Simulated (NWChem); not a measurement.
System: AgH₃SO; SMILES [OH2]->[Ag][SH]

Here is an NWChem input.

```
start job
memory heap 200 mb stack 900 mb global 1100 mb
geometry units angstroms noautoz
  Ag    -0.053084    -0.317371     0.008149
  S      0.158006     1.977192     0.025390
  H     -1.187054     2.190050    -0.072836
  O     -0.154667    -2.555512    -0.004585
  H      0.274238    -2.927198     0.790409
  H      0.354258    -2.921148    -0.753850
end
basis spherical
  * library def2-svp
end
ecp
  Ag library def2-ecp
end
dft
  xc b3lyp
  grid xfine
  iterations 150
  mulliken
end
task dft gradient
```

Excerpt of the output:

```
             Northwest Computational Chemistry Package (NWChem) 7.3.0
             --------------------------------------------------------

 C1  symmetry detected

                             Geometry "geometry" -> ""
                             -------------------------

 Output coordinates in angstroms (scale by  1.889725989 to convert to a.u.)

  No.       Tag          Charge          X              Y              Z
 ---- ---------------- ---------- -------------- -------------- --------------
    1 Ag                  47.0000    -0.01802139    -0.21881089     0.00114996
    2 S                   16.0000     0.07508040     2.08362243    -0.00175788
    3 H                    1.0000    -1.28267539     2.22662065     0.01216985
    4 O                    8.0000    -0.00467858    -2.45925173    -0.00063448
    5 H                    1.0000     0.50743961    -2.80414383     0.75627360
    6 H                    1.0000     0.45838332    -2.80231014    -0.78928966

 Effective nuclear repulsion energy (a.u.)     323.2626254116

                                 NWChem DFT Module
                                 -----------------

 Summary of "ao basis" -> "ao basis" (spherical)
 ------------------------------------------------------------------------------
       Tag                 Description            Shells   Functions and Types
 ---------------- ------------------------------  ------  ---------------------
 Ag                         def2-svp                11       31   5s3p2d1f
 S                          def2-svp                 8       18   4s3p1d
 H                          def2-svp                 3        5   2s1p
 O                          def2-svp                 6       14   3s2p1d

            General Information
            -------------------
          SCF calculation type: DFT
          Wavefunction type:  closed shell.
          No. of atoms     :     6
          No. of electrons :    46
           Alpha electrons :    23
            Beta electrons :    23
          Charge           :     0
          Spin multiplicity:     1
          Use of symmetry is: off; symmetry adaption is: off
          Maximum number of iterations: 150
          AO basis - number of functions:    78
                     number of shells:    34
          Convergence on energy requested:  1.00D-06
          Convergence on density requested:  1.00D-05
          Convergence on gradient requested:  5.00D-04

              XC Information
              --------------
                         B3LYP Method XC Potential
                     Hartree-Fock (Exact) Exchange  0.200
                        Slater Exchange Functional  0.800 local
                    Becke 1988 Exchange Functional  0.720 non-local
              Lee-Yang-Parr Correlation Functional  0.810
                  VWN I RPA Correlation Functional  0.190 local

             Grid Information
             ----------------
          Grid used for XC integration:  xfine
          Radial quadrature: Mura-Knowles
          Angular quadrature: Lebedev.
          Tag              B.-S. Rad. Rad. Pts. Rad. Cut. Ang. Pts.
          ---              ---------- --------- --------- ---------
          Ag                  1.60      205          10.0      1454
          S                   1.00      125          13.0      1454
          H                   0.35      100          13.0      1202
          O                   0.60      100          12.0      1454
          Grid pruning is: on
          Number of quadrature shells:   730
          Spatial weights used:  Erf1

      Superposition of Atomic Density Guess
      -------------------------------------

 Sum of atomic energies:        -641.19284933

      Non-variational initial energy
      ------------------------------

 Total energy =    -619.786606
 1-e energy   =   -1213.657286
 2-e energy   =     442.578209
 HOMO         =      -0.310593
 LUMO         =      -0.089111

     ---------------------------------------------
      Total Density - Mulliken Population Analysis
     ---------------------------------------------

    Atom       Charge   Shell Charges
 -----------   ------   -------------------------------------------------------
    1 Ag  19    18.95  -0.49  1.67  0.82  0.66  0.13  5.98  0.13  0.08  9.33  0.64  0.00
    2 S   16    16.47   2.00  1.99  1.21  0.63  5.94  1.78  2.89  0.03
    3 H    1     0.79   0.57  0.19  0.03
    4 O    8     8.51   1.99  1.08  0.60  2.97  1.86  0.00
    5 H    1     0.65   0.52  0.07  0.06
    6 H    1     0.65   0.52  0.07  0.06

   convergence    iter        energy       DeltaE   RMS-Dens  Diis-err
 ---------------- ----- ----------------- --------- --------- ---------
 d= 0,ls=0.0,diis     1   -621.9919381193 -7.73D+02  2.01D-02  7.55D-01
 d= 0,ls=0.0,diis     2   -621.8639556592  1.28D-01  1.37D-02  2.25D+00
 d= 0,ls=0.0,diis     3   -622.0969066220 -2.33D-01  2.75D-03  1.86D-02
 d= 0,ls=0.0,diis     4   -622.0980081647 -1.10D-03  1.39D-03  1.03D-02
 d= 0,ls=0.0,diis     5   -622.0995486573 -1.54D-03  1.87D-04  2.98D-04
  Resetting Diis
 d= 0,ls=0.0,diis     6   -622.0995867336 -3.81D-05  2.86D-05  6.44D-06
 d= 0,ls=0.0,diis     7   -622.0995875877 -8.54D-07  1.29D-05  5.65D-07
 d= 0,ls=0.0,diis     8   -622.0995875868  9.20D-10  6.29D-06  7.18D-07

         Total DFT energy =     -622.099587586764
      One electron energy =    -1218.772587094283
           Coulomb energy =      494.962472255268
    Exchange-Corr. energy =      -49.581943516570
 Nuclear repulsion energy =      151.292470768821

 Numeric. integr. density =       46.000000199773

                       DFT Final Molecular Orbital Analysis
                       ------------------------------------

 Vector   21  Occ=2.000000D+00  E=-3.024754D-01
              MO Center= -1.6D-02,  7.4D-01,  4.2D-04, r^2= 2.7D+00
   Bfn.  Coefficient  Atom+Function         Bfn.  Coefficient  Atom+Function
  ----- ------------  ---------------      ----- ------------  ---------------
    15      0.602857  1 Ag d -2              19     -0.323005  1 Ag d  2
    50      0.238003  3 H  s                 42     -0.228730  2 S  px
    35     -0.227099  2 S  s                 39     -0.225382  2 S  px
    34     -0.186177  2 S  s                 17     -0.171113  1 Ag d  0
    51      0.143657  3 H  s                 33      0.136443  2 S  s

 Vector   22  Occ=2.000000D+00  E=-2.310648D-01
              MO Center=  8.5D-03,  1.2D+00, -6.1D-04, r^2= 3.0D+00
   Bfn.  Coefficient  Atom+Function         Bfn.  Coefficient  Atom+Function
  ----- ------------  ---------------      ----- ------------  ---------------
     4      0.454356  1 Ag s                 43     -0.447736  2 S  py
    40     -0.327492  2 S  py                19      0.283654  1 Ag d  2
     2     -0.275134  1 Ag s                 37     -0.189077  2 S  py
    17      0.175835  1 Ag d  0               1      0.130107  1 Ag s
     3     -0.124478  1 Ag s                  5      0.123063  1 Ag s

 Vector   23  Occ=2.000000D+00  E=-1.961014D-01
              MO Center=  4.5D-02,  1.8D+00, -1.2D-03, r^2= 2.1D+00
   Bfn.  Coefficient  Atom+Function         Bfn.  Coefficient  Atom+Function
  ----- ------------  ---------------      ----- ------------  ---------------
    44      0.624365  2 S  pz                41      0.430667  2 S  pz
    16     -0.247078  1 Ag d -1              38      0.246559  2 S  pz
    14      0.140393  1 Ag pz                 8     -0.066059  1 Ag pz
    11      0.061039  1 Ag pz                21     -0.036418  1 Ag d -1
    75      0.028961  6 H  s                 70     -0.028174  5 H  s

 Vector   24  Occ=0.000000D+00  E=-5.679094D-02
              MO Center=  3.9D-01, -1.5D+00, -1.2D-02, r^2= 5.8D+00
   Bfn.  Coefficient  Atom+Function         Bfn.  Coefficient  Atom+Function
  ----- ------------  ---------------      ----- ------------  ---------------
     5      0.613432  1 Ag s                 57     -0.585638  4 O  s
    13     -0.327729  1 Ag py                70      0.303249  5 H  s
    75      0.303072  6 H  s                 43      0.268243  2 S  py
    56     -0.208285  4 O  s                 19     -0.201726  1 Ag d  2
     2     -0.161636  1 Ag s                 40      0.151917  2 S  py

 Vector   25  Occ=0.000000D+00  E= 4.980739D-03
              MO Center= -5.6D-01, -3.1D-01, -1.5D-03, r^2= 7.3D+00
   Bfn.  Coefficient  Atom+Function         Bfn.  Coefficient  Atom+Function
  ----- ------------  ---------------      ----- ------------  ---------------
    12      0.895360  1 Ag px                 5     -0.279560  1 Ag s
    51      0.197027  3 H  s                 43     -0.192654  2 S  py
     4     -0.180846  1 Ag s                  6     -0.169590  1 Ag px
    13     -0.164044  1 Ag py                 9      0.158609  1 Ag px
    58     -0.124857  4 O  px                70      0.107822  5 H  s

 Vector   26  Occ=0.000000D+00  E= 9.821346D-03
              MO Center=  6.2D-02, -5.4D-01,  2.0D-02, r^2= 8.0D+00
   Bfn.  Coefficient  Atom+Function         Bfn.  Coefficient  Atom+Function
  ----- ------------  ---------------      ----- ------------  ---------------
    14      0.873475  1 Ag pz                44     -0.286001  2 S  pz
    75     -0.277167  6 H  s                 70      0.263575  5 H  s
    63     -0.173973  4 O  pz                 8     -0.158720  1 Ag pz
    60     -0.155574  4 O  pz                11      0.146015  1 Ag pz
    41     -0.127302  2 S  pz                38     -0.074413  2 S  pz

     ---------------------------------------------
      Total Density - Mulliken Population Analysis
     ---------------------------------------------

    Atom       Charge   Shell Charges
 -----------   ------   -------------------------------------------------------
    1 Ag  19    19.00  -0.49  1.71  0.78  0.65  0.14  5.98  0.17  0.17  8.85  1.04  0.00
    2 S   16    16.25   2.00  1.98  1.26  0.59  5.93  1.79  2.65  0.04
    3 H    1     0.95   0.71  0.21  0.03
    4 O    8     8.22   1.99  1.08  0.60  2.88  1.66  0.01
    5 H    1     0.79   0.67  0.06  0.07
    6 H    1     0.79   0.67  0.06  0.07

     -------------------------------------------
      Total Density - Lowdin Population Analysis
     -------------------------------------------

    Atom       Charge   Shell Charges
 -----------   ------   -------------------------------------------------------
    1 Ag  19    19.29   0.00  0.95  1.00  0.55  0.27  5.61  0.60  0.28  8.54  1.49  0.00
    2 S   16    15.98   2.00  1.95  0.98  0.66  5.81  1.88  2.65  0.05
    3 H    1     1.02   0.62  0.32  0.08
    4 O    8     7.96   1.97  0.85  0.56  2.69  1.88  0.02
    5 H    1     0.88   0.55  0.16  0.17
    6 H    1     0.88   0.55  0.16  0.17

     Multipole analysis of the density
     ---------------------------------

     L   x y z        total         alpha         beta         nuclear
     -   - - -        -----         -----         ----         -------
     0   0 0 0     -0.000000    -23.000000    -23.000000     46.000000

     1   1 0 0      0.314295     -0.319629     -0.319629      0.953554
     1   0 1 0     -2.767361     -7.172577     -7.172577     11.577793
     1   0 0 1     -0.016520      0.022164      0.022164     -0.060847

     2   2 0 0    -28.324918    -18.107423    -18.107423      7.889928
     2   1 1 0     -5.515387      2.408746      2.408746    -10.332879
     2   1 0 1      0.016310      0.001237      0.001237      0.013835
     2   0 2 0    -24.804426   -261.360322   -261.360322    497.916218
     2   0 1 1      0.141525     -0.049457     -0.049457      0.240439
     2   0 0 2    -29.623417    -16.945694    -16.945694      4.267971

            General Information
            -------------------
          SCF calculation type: DFT
          Wavefunction type:  closed shell.
          No. of atoms     :     6
          No. of electrons :    46
           Alpha electrons :    23
            Beta electrons :    23
          Charge           :     0
          Spin multiplicity:     1
          Use of symmetry is: off; symmetry adaption is: off
          Maximum number of iterations: 150
          AO basis - number of functions:    78
                     number of shells:    34
          Convergence on energy requested:  1.00D-06
          Convergence on density requested:  1.00D-05
          Convergence on gradient requested:  5.00D-04

              XC Information
              --------------
                         B3LYP Method XC Potential
                     Hartree-Fock (Exact) Exchange  0.200
                        Slater Exchange Functional  0.800 local
                    Becke 1988 Exchange Functional  0.720 non-local
              Lee-Yang-Parr Correlation Functional  0.810
                  VWN I RPA Correlation Functional  0.190 local

             Grid Information
             ----------------
          Grid used for XC integration:  xfine
          Radial quadrature: Mura-Knowles
          Angular quadrature: Lebedev.
          Tag              B.-S. Rad. Rad. Pts. Rad. Cut. Ang. Pts.
          ---              ---------- --------- --------- ---------
          Ag                  1.60      205          10.0      1454
          S                   1.00      125          13.0      1454
          H                   0.35      100          13.0      1202
          O                   0.60      100          12.0      1454
          Grid pruning is: on
          Number of quadrature shells:   730
          Spatial weights used:  Erf1

          Convergence Information
          -----------------------
          Convergence aids based upon iterative change in
          total energy or number of iterations.
          Levelshifting, if invoked, occurs when the
          HOMO/LUMO gap drops below (HL_TOL):  1.00D-02
          DIIS, if invoked, will attempt to extrapolate
          using up to (NFOCK): 10 stored Fock matrices.

                    Damping( 0%)  Levelshifting(0.5)       DIIS
                  --------------- ------------------- ---------------
          dE  on:    start            ASAP                start
          dE off:    2 iters        150 iters           150 iters

                            NWChem DFT Gradient Module
                            --------------------------

  charge          =   0.00
  wavefunction    = closed shell

                         DFT ENERGY GRADIENTS

    atom               coordinates                        gradient
                 x          y          z           x          y          z
   1 Ag     -0.034055  -0.413493   0.002173    0.000483   0.002992  -0.000006
   2 S       0.141881   3.937475  -0.003322    0.004674  -0.004912  -0.000042
   3 H      -2.423905   4.207703   0.022998   -0.004612  -0.000072   0.000038
   4 O      -0.008841  -4.647312  -0.001199   -0.009278   0.006011   0.000287
   5 H       0.958922  -5.299063   1.429150    0.004550  -0.002018   0.005341
   6 H       0.866219  -5.295598  -1.491541    0.004183  -0.002001  -0.005618
```

Level: B3LYP/def2-SVP with def2 effective core potentials on Ag. The geometry was optimised at PBE-D3(BJ)/def2-SVP. def2 effective core potentials on Ag; no spin-orbit coupling.
